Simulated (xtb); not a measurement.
Si(All)(H)3 (C3H8Si), SMILES C=CC[SiH3]. All values are semi-empirical tight-binding results from xtb (GFN2-xTB unless named), good for trends rather than for accurate numbers. Geometry: GFN2-xTB. One conformer was computed; it need not be the lowest.

| Quantity | Result |
|---|---|
| orbital gap | 4.78 eV |
| dipole moment | 0.46 D |
| zero-point energy | 58.0 kcal/mol |
| G − E(el) at 298.15 K (modified RRHO) | 39.6 kcal/mol |
| static polarisability (D4 model) | 67.6 bohr³ |
| solvation energy, GFN2-xTB/ALPB(water) | 0.2 kcal/mol |
| solvation energy, GFN2-xTB/ALPB(octanol) | -2.8 kcal/mol |
